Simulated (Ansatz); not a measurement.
`[F][GeH]([Cl])[N]([SiH3])[SiH3]` → `[F][Ge][Cl]` + `[SiH3]N[SiH3]` at 700 K and 1 bar (germylene formation by 1,1-elimination).

Isolated molecules relaxed with PBE0-D4/def2-TZVP in Ansatz; ΔE leaves out vibrations. CCSD(T)/CBS adds triple-zeta CCSD(T) − MP2 to the extrapolated MP2 energy (def2 sets, frozen cores). This one scheme is used for every species. For Ge outer-core shells are correlated without core-valence functions, which leaves a few kJ/mol of doubt a bond. Scalar relativity is left out up to krypton. One conformer a species, not always the lowest.

```json
{"species": "`[F][GeH]([Cl])[N]([SiH3])[SiH3]`", "CCSD(T)/CBS energy (Eh)": "-3272.89201", "H − E (kJ/mol)": "292.1", "S (J/(mol·K))": "605.7"}
{"species": "`[F][Ge][Cl]`", "CCSD(T)/CBS energy (Eh)": "-2635.75718", "H − E (kJ/mol)": "42.1", "S (J/(mol·K))": "335.3"}
{"species": "`[SiH3]N[SiH3]`", "CCSD(T)/CBS energy (Eh)": "-637.10515", "H − E (kJ/mol)": "245.6", "S (J/(mol·K))": "444.2"}
```

H − E and S are ideal-gas, rigid-rotor, harmonic terms from PBE0-D4/def2-TZVP, for one conformer and one mirror image of each species. 1 Eh = 2625.50 kJ/mol, R = 8.31446 J/(mol·K).

Q: By hand: ΔE, ΔH, ΔS and ΔG.

A: ΔE = (-2635.75718) + (-637.10515) − (-3272.89201) = 0.02968 Eh = 77.9 kJ/mol. Δ(H − E) = 42.1 + 245.6 − 292.1 = -4.4, so ΔH = 73.5 kJ/mol. ΔS = 335.3 + 444.2 − 605.7 = 173.8 J/(mol·K). ΔG = 73.5 − 700 × (173.8)/1000 = -48.2 kJ/mol.

Q: By hand: the equilibrium constant, and the temperature at which ΔG would vanish if ΔH and ΔS stayed fixed.

A: log₁₀ K = −ΔG/(RT ln 10) = 3.6. ΔG = 0 at ΔH/ΔS = 423 K.

The number of gas molecules changes by +1, which sets the sign of ΔS. A doubt of 5 kJ/mol in ΔE shifts log₁₀ K by 0.4 here. Other conformers and mirror images would add mixing entropy, several J/(mol·K) or more a flexible species. Modes under 60 cm⁻¹, often nearly free rotors, make the harmonic entropy too high. These are equilibria of isolated gas molecules and say nothing of rates. Largest T1 diagnostic: 0.014 (customary marks: 0.02 for closed shells, 0.045 for open ones).
